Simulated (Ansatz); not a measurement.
`[NH2][Ge][N]([SiH3])[SiH3]` + HCl → `[NH2][Ge][Cl]` + `[SiH3]N[SiH3]` at 400 K and 1 bar (ligand exchange at a Ge–N bond).

Calculated with Ansatz (gas phase, PBE0-D4/def2-TZVP geometries, no zero-point term in ΔE). CCSD(T)/CBS adds triple-zeta CCSD(T) − MP2 to the extrapolated MP2 energy (def2 sets, frozen cores). This one scheme is used for every species. For Ge outer-core shells are correlated without core-valence functions, which leaves a few kJ/mol of doubt a bond. Scalar relativity is left out up to krypton. Each species was taken in one conformer, which may not be the lowest.

```
                     species  CCSD(T)/CBS energy (Eh)  H − E (kJ/mol)  S (J/(mol·K))
`[NH2][Ge][N]([SiH3])[SiH3]`              -2768.55865           259.4          448.7
                         HCl               -460.38127            29.6          195.4
             `[NH2][Ge][Cl]`              -2591.85675            91.6          316.9
             `[SiH3]N[SiH3]`               -637.10515           203.4          366.7
```

H − E and S are ideal-gas, rigid-rotor, harmonic terms from PBE0-D4/def2-TZVP, for one conformer and one mirror image of each species. 1 Eh = 2625.50 kJ/mol, R = 8.31446 J/(mol·K).

**Question.** By hand: ΔE, ΔH, ΔS and ΔG.

**Answer.** ΔE = (-2591.85675) + (-637.10515) − (-2768.55865) − (-460.38127) = -0.02198 Eh = -57.7 kJ/mol. Δ(H − E) = 91.6 + 203.4 − 259.4 − 29.6 = 6.0, so ΔH = -51.7 kJ/mol. ΔS = 316.9 + 366.7 − 448.7 − 195.4 = 39.5 J/(mol·K). ΔG = -51.7 − 400 × (39.5)/1000 = -67.5 kJ/mol.

**Question.** By hand: the equilibrium constant, and the temperature at which ΔG would vanish if ΔH and ΔS stayed fixed.

**Answer.** log₁₀ K = −ΔG/(RT ln 10) = 8.8. ΔH and −TΔS have one sign here, so there is no such temperature.

ΔH outweighs TΔS. A doubt of 5 kJ/mol in ΔE shifts log₁₀ K by 0.7 here. Other conformers and mirror images would add mixing entropy, several J/(mol·K) or more a flexible species. Modes under 60 cm⁻¹, often nearly free rotors, make the harmonic entropy too high. These are equilibria of isolated gas molecules and say nothing of rates. Largest T1 diagnostic: 0.014 (customary marks: 0.02 for closed shells, 0.045 for open ones).
